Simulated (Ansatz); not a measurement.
Si(Br)(OH)2(NH2) (BrH4NO2Si), SMILES N[Si](O)(O)Br.

Geometry: PBE0-D3(BJ)/def2-SVP. The structure was generated by enumeration, and PubChem lists no compound with its InChIKey, so it may never have been made. The values are those of a single conformer.

Two levels are set side by side: PBE/def2-SVPD (Ansatz, a program for electronic structure) and PBE0/def2-SVPD (Ansatz). Energy differences of separate SCF runs at the same geometry; the states with an electron removed or added have multiplicity 2 and 2. Differences are taken from unrounded values.

```json
[
 {"quantity": "vertical ionisation energy (eV)", "PBE0": "10.05"},
 {"quantity": "vertical singlet–triplet gap (eV)", "PBE0": "6.42"}
]
```

Problem. What does PBE give, and how far is it from PBE0? (The exact figures need the calculation; the answer reports its results.)

Solution. 
```json
[
 {"quantity": "vertical ionisation energy (eV)", "PBE": "9.64", "PBE minus PBE0": "-0.42"},
 {"quantity": "vertical singlet–triplet gap (eV)", "PBE": "5.86", "PBE minus PBE0": "-0.56"}
]
```
